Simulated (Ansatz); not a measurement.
Ansatz results at the PBE0-D4/def2-TZVP geometry: size of the dipole moment (B3LYP/def2-TZVPP) 0.42 D; HOMO energy (B3LYP/def2-TZVPP) -8.05 eV; size of the dipole moment (PBE/def2-TZVPP) 0.41 D.

Question: Which molecule gave them?
A. `[CH3][Al]([OH])[Br]`
B. `C[O][AlH][Cl]`
C. `[OH][AlH][SiH3]`
D. `[AlH2][O][SiH3]`

Answer: D. The others give `C[O][AlH][Cl]`: 1.03, -8.23, 1.04; `[CH3][Al]([OH])[Br]`: 0.77, -8.07, 0.80; `[OH][AlH][SiH3]`: 1.38, -7.42, 1.32.

B3LYP here is the variant with VWN-RPA as its local correlation; programs differ in this.
